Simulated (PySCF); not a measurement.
Atom-mapped SMILES (the numbers label the heavy atoms): `[CH3:1][CH2:2]/[C:3]([Cl:4])=[CH:5]\[SiH2:6][CH2:7][F:8]`; H(Xn) means a hydrogen on atom n.

Theoretical values (PySCF 2.14.0 with density-fitted response routines): shielding tensors at PBE0/pcSseg-1 (GIAO), geometry from GFN2-xTB. No solvent, fast rotation and ring inversion assumed for equivalent nuclei, one computed conformer, relativity neglected.

Q: List the cross peaks expected in HSQC, COSY and HMBC spectra.

A: 

HSQC (one-bond C–H):
```tsv
δH	δC
5.89 (H(C5))	119.6 (C5)
4.96 (H(C7))	80.7 (C7)
2.44 (H(C2))	38.6 (C2)
1.23 (H(C1))	16.5 (C1)
```

COSY cross peaks (H two or three bonds apart, from the bond graph; peaks can be absent where the dihedral angle is near 90°):
```tsv
δH	δH
5.89 (H(C5))	4.43 (H(Si6))
4.96 (H(C7))	4.43 (H(Si6))
2.44 (H(C2))	1.23 (H(C1))
```

HMBC (two and three bonds, from the bond graph):
```tsv
δH	δC
5.89 (H(C5))	172.1 (C3), 80.7 (C7), 38.6 (C2)
4.96 (H(C7))	119.6 (C5)
4.43 (H(Si6))	172.1 (C3), 119.6 (C5), 80.7 (C7)
2.44 (H(C2))	172.1 (C3), 119.6 (C5), 16.5 (C1)
1.23 (H(C1))	172.1 (C3), 38.6 (C2)
```

Shifts are taken against calculated references (same method and geometry level): $^{1}$H and $^{13}$C against TMS.

Short H···H contacts in this conformer between protons four or more bonds apart (candidates for NOE cross peaks, intensity ∝ r⁻⁶): H(C2)···H(Si6) 2.61 Å.

Carbons that carry Cl, above all several Cl atoms, come out too deshielded, partly because spin–orbit coupling is missing. Shifts are as computed. Against solution values, carbons near 30 ppm lie about +3 ppm off and those near 130 ppm about +5 ppm; carbons on Cl a further +6 ppm. Of 1309 compounds with measured shifts, 239 miss one by over three times the rms of a fit or turn the order of signals round; such compounds aren't used in these exercises.
